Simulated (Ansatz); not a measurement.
Problem. Name a neutral molecule of C, N, O, Si and H with size of the dipole moment (PBE/def2-TZVPP) between 1.40 and 1.70 D and LUMO energy (B3LYP/def2-TZVPP) between -1.80 and -1.50 eV (Ansatz, PBE0-D4/def2-TZVP geometry).

Solution. `O[SiH]1C=N[SiH2]1` (1.63 D, -1.60 eV); `N[SiH2]C=O` (1.57 D, -1.76 eV); `CN[SiH2]C=O` (1.52 D, -1.60 eV). Other molecules can fit too; these were computed, each in one conformer that needn't be the lowest.

B3LYP here is the variant with VWN-RPA as its local correlation; programs differ in this.
